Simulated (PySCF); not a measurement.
**Unknown compound**

The spectra below were simulated for a compound C$_{5}$H$_{14}$OSi.

1H NMR (400 MHz, computed): δ 3.83 (q, 2H), 1.29 (t, 3H), 0.04 (s, 9H).

13C{1H} NMR (computed): δ 61.3 (CH2), 20.8 (CH3), -0.2 (CH3, 3C).

[PySCF 2.14: GFN2-xTB structure; σ from GIAO-PBE0/pcSseg-1; one conformer; relativity neglected; gas phase; averaged over atoms made equivalent by symmetry, fast rotation or ring inversion]

Referencing at the same level of theory: 1H (σ = 31.72 ppm) and 13C (σ = 186.93 ppm) against TMS.

**Question.** What is the structure?

**Answer.** 
Rings plus π bonds: 0. 3 carbon signals for 5 carbons: some carbons are equivalent by symmetry or fast rotation. Carbon types of the structure: 1 × CH2, 4 × CH3, which accounts for all hydrogens. δC 61.3: sp3 CH2 bonded to O; the inductive effect lowers its shielding. δC 20.8: methyl carbon; a saturated carbon with 1 carbon neighbour and no heteroatom attached. δC -0.2: methyl carbon bonded to Si; an electropositive neighbour leaves it electron-rich and shielded. δH 3.83: hydrogen on an sp3 CH2 bonded to O; its carbon carries O, which withdraws density. δH 1.29: hydrogen on a methyl carbon. δH 0.04: hydrogen on a methyl carbon bonded to Si; an electropositive neighbour shields it, as in TMS itself.

These data were computed for SMILES CCO[Si](C)(C)C.

This is the structure that produced the data.

Shifts are as computed. Against solution values, carbons near 30 ppm lie about +3 ppm off and those near 130 ppm about +5 ppm. Of 1211 compounds with measured shifts, 218 miss one by over three times the rms of a fit or turn the order of signals round; such compounds aren't used in these exercises. Multiplicities follow the n + 1 count of equivalent neighbours, as no J values were calculated; m marks all less simple cases, F and P coupling included.
